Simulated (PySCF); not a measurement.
Compound: C6H7BN2.
Numbering: `[CH3:1][C:2]#[C:3][BH2-:4][N+:5]#[C:6][CH2:7][C:8]#[N:9]` (hydrogens: H10, H11, H12 on C1; H13, H14 on B4; H15, H16 on C7)

Level: wB97X-D/def2-SVPD in PySCF, non-relativistic, on one gas-phase PBE0-D3(BJ)/def2-SVP geometry that isn't relaxed in the solvent. The solvent is an IEF-PCM continuum (van der Waals radii × 1.2), and excitations are vertical TDDFT with non-equilibrium linear response and a frozen core. Specific hydrogen bonds and non-electrostatic terms are outside this model.

Gas-phase singlets (H = HOMO, L = LUMO):

```tsv
state	E (eV)	λ (nm)	f	leading configurations
S1	4.691	264	0.004	H→L 80%
S2	5.099	243	0.043	H→L+1 84%
S3	5.269	235	0.027	H-1→L 88%
S4	5.514	225	0.004	H-1→L+1 93%
S5	6.012	206	0.000	H→L+2 33%, H→L+8 12%
```

How does the list change in chloroform (ε = 4.711)?

```csv
state,E (eV),λ (nm),f,leading configurations,change by rank (eV)
S1,5.362,231,0.007,H→L 77%,+0.671
S2,5.842,212,0.064,"H→L+1 83%, H→L 8%",+0.743
S3,5.980,207,0.035,H-1→L 83%,+0.711
S4,6.264,198,0.001,"H→L+7 40%, H-1→L+1 15%",+0.750
S5,6.316,196,0.002,"H-1→L+1 73%, H→L+7 9%",+0.304
```

How do the frontier levels move from gas to chloroform?

```
orbital  gas (eV)  solvent (eV)  change (eV)
 LUMO+2      1.09          1.69        +0.60
 LUMO+1      0.45          0.95        +0.50
   LUMO      0.15          0.59        +0.44
   HOMO     -8.25         -8.61        -0.36
 HOMO-1     -8.66         -9.03        -0.37
 HOMO-2    -10.63        -10.86        -0.23
 HOMO-3    -11.31        -11.49        -0.18
```

The HOMO–LUMO gap goes from 8.40 to 9.20 eV. Rows go by rank; for LUMO+2 the atom shares or the degeneracy differ between the runs, so the row needn't follow one orbital.

Time: 49 s; peak memory 1.1 GiB. Hardware: one thread, Arm Neoverse V2 (aarch64), no GPU, shared host with 192 logical CPUs at a one-minute load of 185. This is the whole response run at wB97X-D/def2-SVPD in chloroform, SCF included.
